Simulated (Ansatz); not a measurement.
Ansatz (a program for electronic structure) input (r2SCAN/def2-TZVP):

Ansatz 0.2 input:
```yaml
crystal:
  periodic: [false, false, false]
  atoms:
    - {symbol: Hf, position_ang: [-0.00000000, -0.00000000, -0.20809134]}
    - {symbol: F, position_ang: [0.00000000, 0.00000000, 1.66473072]}
basis:
  gaussian:
    orbitals: def2-TZVP
hamiltonian:
  xc: {name: r2SCAN}
magnetization: {spin_polarized: true, initial_magnetization: 1}
relax: {f_tol: 0.003, max_steps: 100}
```

End of the output:

```
integrals: 0.02 GiB planned
501 factors; their error is unknown
mean field: 0.22 GiB planned
mean field -4023.18389689 eV, -147.8492811988 hartree, gradient 7.0e-6 eV, S^2 0.927355; 0 other end points of the search recorded, 0 dependent functions left out
the calculation of the forces begins
reference -4023.18392189 eV, -147.8492821174 hartree; 11, 10 occupied and 60, 61 virtual orbitals, 501 factors
relax step   2: F+E_penalty+E_count = -4023.18389689 eV  Δ(F+E_penalty+E_count) = -9.939e-4 eV  max|allowed force component| = 4.102e-2 eV/Å  Δτ_max = 0.0036 Å  (68 SCF iters, accepted)
these checks for a lower state are left out or cut short: starts, cluster_reference, orbital_swaps, neighbouring_geometries, increment
integrals: 0.02 GiB planned
501 factors; their error is unknown
mean field: 0.22 GiB planned
mean field evaluation 160: about -4023.1839 eV, gradient 8.9e-6 eV
mean field -4023.18392670 eV, -147.8492822942 hartree, gradient 6.7e-6 eV, S^2 0.926676; 0 other end points of the search recorded, 0 dependent functions left out
the calculation of the forces begins
reference -4023.18395170 eV, -147.8492832128 hartree; 11, 10 occupied and 60, 61 virtual orbitals, 501 factors
relax step   3: F+E_penalty+E_count = -4023.18392670 eV  Δ(F+E_penalty+E_count) = -2.981e-5 eV  max|allowed force component| = 3.674e-4 eV/Å  Δτ_max = 0.0007 Å  (70 SCF iters, accepted)
integrals: 0.02 GiB planned
501 factors; their error is unknown
mean field: 0.22 GiB planned
mean field evaluation 192: about -4023.1824 eV, gradient 1.2e-1 eV
mean field evaluation 224: about -4021.9413 eV, gradient 5.1e0 eV
mean field evaluation 256: about -4022.6238 eV, gradient 7.1e-2 eV
mean field evaluation 288: about -4022.9818 eV, gradient 3.6e0 eV
mean field -4023.18392670 eV, -147.8492822942 hartree, gradient 6.7e-6 eV, S^2 0.926676; 15 other end points of the search recorded, 0 dependent functions left out
the calculation of the forces begins
reference -4023.18395170 eV, -147.8492832128 hartree; 11, 10 occupied and 60, 61 virtual orbitals, 501 factors
Total energy: -4023.18395170 eV, -147.8492832128 hartree
Atom 0 at     0.000000     0.000000    -0.203806 Å, force     0.000000     0.000000    -0.000367 eV/Å
Atom 1 at    -0.000000    -0.000000     1.660445 Å, force    -0.000000    -0.000000     0.000367 eV/Å
Dipole moment:    -0.000000    -0.000000    -0.338631 e Å
```

The spin state was set by rule; other spins were not relaxed.

The determinant is spin-contaminated: <S^2> is 0.93 against 0.75 for a pure state.
